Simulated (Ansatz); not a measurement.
# InF (SMILES [F][In]): the energy, rung by rung

InF has 2 atoms, charge 0, and is taken as a singlet. As SMILES, `[F][In]`. The shape is that of a PBE0-D4/def2-TZVP optimisation.

```tsv
atom	x (Å)	y (Å)	z (Å)
F	0.0000	0.0000	0.0159
In	0.0000	0.0000	2.0096
```

Quantity: the energy change with the F1–In2 bond stretched from 1.994 to 3.987 Å, in eV. The values are calculated.

```json
{"level": "revPBE/STO-3G (restricted)", "kind": "GGA", "program": "Ansatz", "value (eV)": "6.31", "less FCI/STO-3G": "+2.01", "CPU time (all runs)": "3.5 s"}
{"level": "CAM-B3LYP/STO-3G (restricted)", "kind": "range-separated hybrid", "program": "Ansatz", "value (eV)": "7.70", "less FCI/STO-3G": "+3.40", "CPU time (all runs)": "3 s"}
{"level": "HSE06/STO-3G (restricted)", "kind": "range-separated hybrid", "program": "Ansatz", "value (eV)": "7.09", "less FCI/STO-3G": "+2.79", "CPU time (all runs)": "5 s"}
{"level": "wB97M-V/STO-3G (restricted)", "kind": "range-separated hybrid", "program": "Ansatz", "value (eV)": "7.85", "less FCI/STO-3G": "+3.55", "CPU time (all runs)": "24 s"}
{"level": "RPA@PBE/STO-3G (restricted)", "kind": "RPA", "program": "Ansatz", "value (eV)": "3.43", "less FCI/STO-3G": "-0.87", "CPU time (all runs)": "5.6 s"}
{"level": "CCSD(T)/STO-3G (restricted)", "kind": "coupled cluster or CI", "program": "Ansatz", "value (eV)": "4.27", "less FCI/STO-3G": "-0.03", "CPU time (all runs)": "1.1 s"}
{"level": "CCSDT/STO-3G (restricted)", "kind": "coupled cluster or CI", "program": "Ansatz", "value (eV)": "4.27", "less FCI/STO-3G": "-0.03", "CPU time (all runs)": "1.6 s"}
{"level": "FCI/STO-3G", "kind": "exact in the basis", "program": "Ansatz", "value (eV)": "4.30", "less FCI/STO-3G": "0.00", "CPU time (all runs)": "2.2 s"}
```

FCI/STO-3G is exact within its basis and frozen core, so for wave-function methods in that basis the difference is their error; functionals converge differently with the basis, so for them it is only a difference. All-electron rows without a relativistic Hamiltonian named are non-relativistic. The first shape isn't each level's own minimum. The values span 3.43 to 7.85 eV. All rows use very small basis sets, so even the best lies far from the true value. In the correlated wave-function rows the outer d shell of In is correlated, in sets not made for it. Times are those of the runs behind each value, whatever else they computed, on shared processors of several kinds: orders of magnitude only.
